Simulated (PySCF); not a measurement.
SMILES Cl[Si](Cl)(OB(O)O)Cl, PBE0/def2-SVP optimised geometry.

```
10

Si    -0.69    -0.97     0.00
Cl    -1.35     0.97     0.00
Cl     1.35    -0.97     0.00
Cl    -1.37    -1.90    -1.68
O     -1.24    -1.74     1.32
B     -2.03    -1.58     2.46
O     -2.64    -0.42     2.76
O     -2.18    -2.64     3.28
H     -2.48     0.29     2.13
H     -1.71    -3.41     2.97
```

Density from PBE0/def2-TZVP in PySCF at that geometry.

Minimum of the electron density along straight lines between bonded atoms, close to the bond critical point (lines longer than 1.1 times the sum of covalent radii, or with two minima, are not listed):

```json
[
 {"bond": "Si1–Cl2", "length / Å": "2.059", "ρ at the minimum / e bohr⁻³": "0.101", "∇²ρ there / e bohr⁻⁵": "0.21", "position (fraction from the first atom)": "0.36"},
 {"bond": "Si1–Cl3", "length / Å": "2.033", "ρ at the minimum / e bohr⁻³": "0.107", "∇²ρ there / e bohr⁻⁵": "0.22", "position (fraction from the first atom)": "0.36"},
 {"bond": "Si1–Cl4", "length / Å": "2.034", "ρ at the minimum / e bohr⁻³": "0.107", "∇²ρ there / e bohr⁻⁵": "0.22", "position (fraction from the first atom)": "0.36"},
 {"bond": "Si1–O5", "length / Å": "1.620", "ρ at the minimum / e bohr⁻³": "0.145", "∇²ρ there / e bohr⁻⁵": "0.91", "position (fraction from the first atom)": "0.41"},
 {"bond": "O5–B6", "length / Å": "1.398", "ρ at the minimum / e bohr⁻³": "0.182", "∇²ρ there / e bohr⁻⁵": "0.81", "position (fraction from the first atom)": "0.67"},
 {"bond": "B6–O7", "length / Å": "1.350", "ρ at the minimum / e bohr⁻³": "0.220", "∇²ρ there / e bohr⁻⁵": "0.94", "position (fraction from the first atom)": "0.33"},
 {"bond": "B6–O8", "length / Å": "1.352", "ρ at the minimum / e bohr⁻³": "0.220", "∇²ρ there / e bohr⁻⁵": "0.92", "position (fraction from the first atom)": "0.33"},
 {"bond": "O7–H9", "length / Å": "0.963", "ρ at the minimum / e bohr⁻³": "0.356", "∇²ρ there / e bohr⁻⁵": "-2.46", "position (fraction from the first atom)": "0.81"},
 {"bond": "O8–H10", "length / Å": "0.961", "ρ at the minimum / e bohr⁻³": "0.359", "∇²ρ there / e bohr⁻⁵": "-2.48", "position (fraction from the first atom)": "0.81"}
]
```
